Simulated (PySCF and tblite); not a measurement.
The numbers below are computed, except where a source is named.
**Barrier and rate of a rotation**

System: C₆H₈NOS (charge -1), numbered as in [CH3:1][N:2]([CH3:3])[c:4]1[cH:5][cH:6][c:7]([O-:8])[s:9]1.

Motion: rotation about the C4–N2 bond (torsion C5–C4–N2–C1 from -117° to 11°, rising). Geometries: GFN2-xTB; energies: PBE0/pcSseg-1 + D3(BJ); zero-point and thermal terms from GFN2-xTB harmonic modes (soft modes blended into free rotors). Rate constants are transition-state-theory values, counting equivalent paths, without tunnelling. Programs: tblite and PySCF.

```json
{"point": "start", "symmetry": "Cs", "E(GFN2) kcal/mol": "0.0", "E(DFT) kcal/mol": "0.0", "ZPE change kcal/mol": "0.00", "lowest mode cm⁻¹": "42"}
{"point": "saddle", "symmetry": "C1", "E(GFN2) kcal/mol": "3.6", "E(DFT) kcal/mol": "4.8", "ZPE change kcal/mol": "-0.06", "lowest mode cm⁻¹": "56i"}
{"point": "end", "symmetry": "C1", "E(GFN2) kcal/mol": "2.9", "E(DFT) kcal/mol": "2.4", "ZPE change kcal/mol": "-0.07", "lowest mode cm⁻¹": "43"}
```

```json
{
  "Electronic barrier": "4.8 kcal/mol",
  "Barrier with zero-point energy": "4.7 kcal/mol",
  "ΔH‡ (298 K)": "4.2 kcal/mol",
  "ΔS‡ (298 K, symmetry apart)": "-3.8 cal/(mol K)",
  "Paths": "2 equivalent paths",
  "End point": "a different minimum",
  "Mean lifetime of the start against this motion at 298 K": "630 ps",
  "Cost": "95 s on 1 thread of Arm Neoverse V2 (shared host) (rough), peak memory 0.91 GiB, launched as `OMP_NUM_THREADS=1 python ens_run.py task.json out`"
}
```

```
T/K  ΔG‡ kcal/mol     k s⁻¹  ΔG kcal/mol  k back s⁻¹
150           4.9   3.9×10⁵          2.3     4.7×10⁸
200           5.1   2.5×10⁷          2.3     4.4×10⁹
250           5.2     3×10⁸          2.4    1.7×10¹⁰
298           5.3   1.6×10⁹          2.4    4.2×10¹⁰
350           5.5   5.7×10⁹          2.4    8.6×10¹⁰
400           5.6  1.4×10¹⁰          2.4    1.4×10¹¹
500           5.9  5.4×10¹⁰          2.4      3×10¹¹
```

ΔG and ΔG‡ leave out symmetry numbers and mirror images; rates count paths: 2 out, 1 back.

The ion is treated without a counter-ion.
